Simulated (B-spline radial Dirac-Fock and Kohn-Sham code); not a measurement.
P 2p1/2: cross section and angular parameters

System: the P atom, configuration [Ne] 3s2 3p3; threshold 136.0 eV (tabulated edge). These are calculated numbers from a radial atomic solver; the model is Dirac-Hartree-Slater photoionisation with a Latter tail; cross sections with all multipoles, angular parameters from the dipole term and its interference with E2.

Input file task.json (cfg lists n, l and occupation; rrms is the nuclear radius in fm):

```json
{"items": [{
  "Z": 15,
  "q": 0,
  "cfg": [[1, 0, 2], [2, 0, 2], [2, 1, 6], [3, 0, 2], [3, 1, 3]],
  "A": 31,
  "rrms": 3.1889,
  "do": "xps",
  "hv": [60, 67.7, 84.8, 85.0, 99.2, 101.0, 124.0, 134.0, 150, 200, 233.0, 241.0, 337.0, 400, 481.0, 1080.0, 1420.0, 2000, 2010.0, 2440.0, 3380.0, 4000, 4090.0, 4620.0, 5510.0, 6000, 6020.0, 6800.0, 8047.8, 11400.0],
  "edges": {"K": 2145.5, "L1": 189.0, "L2": 136.0, "L3": 135.0}
}]}
```

Run with: `python xray2_run.py task.json out`

For linearly polarised light dσ/dΩ = σ/(4π) [1 + β P₂(cos θ) + (δ + γ cos²θ) sin θ cos φ], with θ from the polarisation vector and φ the angle between the beam and the projection of the electron momentum on the plane normal to the polarisation.

| hν (eV) | σ (kb) | β | γ | δ |
| --- | --- | --- | --- | --- |
| 150 | 1530 | 0.541 | -0.039 | 0.008 |
| 200 | 1130 | 1.209 | -0.007 | 0.011 |
| 233 | 853 | 1.349 | 0.022 | 0.012 |
| 241 | 798 | 1.370 | 0.029 | 0.012 |
| 337 | 372 | 1.475 | 0.111 | 0.015 |
| 400 | 242 | 1.482 | 0.159 | 0.017 |
| 481 | 150 | 1.469 | 0.214 | 0.019 |
| 1080 | 14.8 | 1.236 | 0.472 | 0.040 |
| 1420 | 6.33 | 1.118 | 0.558 | 0.054 |
| 2000 | 2.10 | 0.958 | 0.662 | 0.078 |
| 2010 | 2.07 | 0.956 | 0.663 | 0.078 |
| 2440 | 1.08 | 0.864 | 0.717 | 0.095 |
| 3380 | 0.356 | 0.713 | 0.802 | 0.130 |
| 4000 | 0.198 | 0.639 | 0.844 | 0.152 |
| 4090 | 0.183 | 0.630 | 0.850 | 0.155 |
| 4620 | ? | ? | ? | ? |
| 5510 | 0.0630 | 0.512 | 0.922 | 0.200 |
| 6000 | 0.0462 | 0.481 | 0.944 | 0.214 |
| 6020 | 0.0457 | 0.480 | 0.945 | 0.214 |
| 6800 | 0.0293 | 0.439 | 0.977 | 0.236 |
| 8047.8 | 0.0157 | 0.386 | 1.023 | 0.267 |
| 11400 | 0.00425 | 0.290 | 1.133 | 0.342 |

Q: Give the values at 4620 eV.

A: σ = 0.119 kb, β = 0.580, γ = 0.879, δ = 0.172.
